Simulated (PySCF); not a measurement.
Isomers of C3H2O2. Isolated molecules, 0 K electronic values unless said otherwise. One relaxed conformer stands for each flexible species; it need not be the lowest. Strings in code marks are SMILES.

All values below come from PySCF with M06-2X/def2-TZVP // B3LYP-D3(BJ)/def2-TZVP. Excitations are Tamm–Dancoff values on a coarser integration grid. The basis has no diffuse functions, so Rydberg states are missing or too high.

```tsv
species	HOMO (eV)	S1–T1 gap (TDA) (eV)	T1 excitation (TDA) (eV)
`C#COC=O`	-9.20	0.45	5.15
`O=c1c(c1)O` (C–C–O–H torsion 0°)	-8.54	0.37	4.90
`O=C1[C@H]2O[C@@H]12`	-8.89	0.47	4.33
```
